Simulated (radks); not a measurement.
Spherical quantum dot in the effective-mass picture: electrons in a parabolic well V = omega^2 r^2 / 2 with omega = 4.3, with a point charge +2 (a donor) at the centre, all in effective atomic units (hartree* = m*/eps^2 hartree, bohr* = eps/m* bohr), one dielectric constant everywhere. Method: non-relativistic Kohn-Sham, PBEsol, spin-polarised, spherical densities; computed with a radial shooting solver with Libxc functionals. Levels are named by radial order and angular momentum (1s, 1p, 1d, 2s, ...), and open shells are averaged over m. Results are scaled to m* = 0.165 and eps = 16.7, for which hartree* = 16.1 meV and bohr* = 5.356 nm.

N = 28, configuration 1s2 1p6 1d10 2s2 1f(up 7, down 0) 2p(up 1, down 0). This is the lowest configuration that the search found. Occupied and some empty levels:

| level | occupation | eigenvalue (meV) | <r> (nm) |
|---|---|---|---|
| 1s up | 1 | 490.57 | 3.024 |
| 1s down | 1 | 492.23 | 2.996 |
| 1p up | 3 | 550.52 | 4.639 |
| 1p down | 3 | 553.24 | 4.607 |
| 2s up | 1 | 584.55 | 4.914 |
| 2s down | 1 | 587.57 | 4.905 |
| 1d up | 5 | 599.05 | 5.546 |
| 1d down | 5 | 602.41 | 5.523 |
| 1f up | 7 | 648.17 | 6.221 |
| 2p up | 1 | 649.46 | 5.581 |
| 1f down | 0 | 651.93 | 6.209 |
| 2p down | 0 | 652.58 | 5.598 |
| 3s up | 0 | 693.42 | 5.880 |
| 3s down | 0 | 696.04 | 5.906 |
| 1g up | 0 | 699.19 | 6.778 |
| 1g down | 0 | 703.12 | 6.779 |
| 2d up | 0 | 706.74 | 6.229 |
| 2d down | 0 | 709.62 | 6.252 |

Energy (meV): total 11102.5, kinetic 2462.0, external 3410.1, Hartree 5706.4, exchange-correlation -476.03.
